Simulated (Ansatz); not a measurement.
Gas-phase electronic energies from Ansatz, PBE0-D4/def2-TZVP geometries. CBS: MP2 limit from def2 TZ/QZ plus the TZ coupled-cluster correction, frozen cores. DFT in def2-TZVPP. B3LYP here is the variant with VWN-RPA as its local correlation; programs differ in this. One conformer a species, not always the lowest.

Reaction (substitution at a C–B bond): `CB(C)N` + `CN[Si](N)(F)F` → `CN[Si](F)(F)NC` + `CBN`

`CB(C)N`:

Z-matrix (Å, degrees):
```
C
B 1 1.578
H 1 1.094 2 114.2
H 1 1.095 2 110.6 3 121.7
H 1 1.095 2 110.6 3 -121.7
C 2 1.578 1 120.8 3 -180.0
N 2 1.398 1 119.6 3 0.0
H 6 1.095 2 110.6 1 -58.6
H 6 1.095 2 110.6 1 58.0
H 6 1.094 2 114.2 1 179.7
H 7 1.006 2 123.1 1 -180.0
H 7 1.006 2 123.1 1 0.1
```

`CN[Si](N)(F)F`:

Z-matrix (Å, degrees):
```
C
N 1 1.449
H 1 1.096 2 112.7
H 1 1.090 2 109.5 3 -119.9
H 1 1.094 2 111.0 3 121.6
Si 2 1.682 1 126.7 3 100.0
H 2 1.007 1 114.2 3 -63.7
F 6 1.593 2 105.7 1 30.4
N 6 1.685 2 110.1 1 157.1
F 6 1.593 2 116.6 1 -83.7
H 9 1.005 6 121.8 2 -54.2
H 9 1.006 6 121.1 2 151.5
```

`CN[Si](F)(F)NC`:

```xyz
15

C    -0.795   -0.708   -2.200
N    -0.044   -0.015   -1.173
Si    0.712   -0.699    0.167
F    -0.137   -2.006    0.504
F     2.188   -1.257   -0.056
N     0.865    0.430    1.405
C    -0.201    1.244    1.951
H    -1.103   -1.685   -1.827
H    -0.213   -0.867   -3.114
H    -1.703   -0.157   -2.463
H     0.227    0.923   -1.424
H     1.694    0.392    1.975
H    -0.585    0.858    2.901
H    -1.033    1.272    1.245
H     0.129    2.276    2.109
```

`CBN`:

Cartesian coordinates in Å:
```
C -0.149 -0.288 1.131
B 0.502 -0.105 -0.284
N -0.187 0.480 -1.342
H 0.448 0.225 1.893
H -0.145 -1.345 1.419
H -1.177 0.079 1.204
H 1.628 -0.468 -0.501
H 0.212 0.606 -2.256
H -1.132 0.816 -1.264
```

(1) Is it downhill or uphill in electronic energy at CCSD(T)/CBS, and by how much? (Best estimate.)

(2) What do these levels give: PBE-D4, r2SCAN-D4, PBE0-D4, ωB97X-V, ωB97M-V, PBE, B3LYP, MP2/def2-TZVPP, SCS-MP2/def2-TZVPP, HF/def2-QZVPP, MP2/def2-QZVPP, SCS-MP2/def2-QZVPP? (Estimate.)

Largest T1 diagnostic among the species: 0.011.

Answers

(1) Ansatz gave: Uphill: ΔE = +84.1 kJ/mol.

(2) Ansatz gave: PBE-D4 80.0, r2SCAN-D4 85.5, PBE0-D4 81.6, ωB97X-V 78.6, ωB97M-V 82.6, PBE 80.9, B3LYP 78.9, MP2/def2-TZVPP 85.4, SCS-MP2/def2-TZVPP 80.1, HF/def2-QZVPP 76.1, MP2/def2-QZVPP 86.7, SCS-MP2/def2-QZVPP 81.5 kJ/mol.

In def2-TZVPP, CCSD(T) changes the Hartree–Fock value by +5.6 kJ/mol (the triples alone add +0.1 kJ/mol) and MP2 by +9.2 kJ/mol.
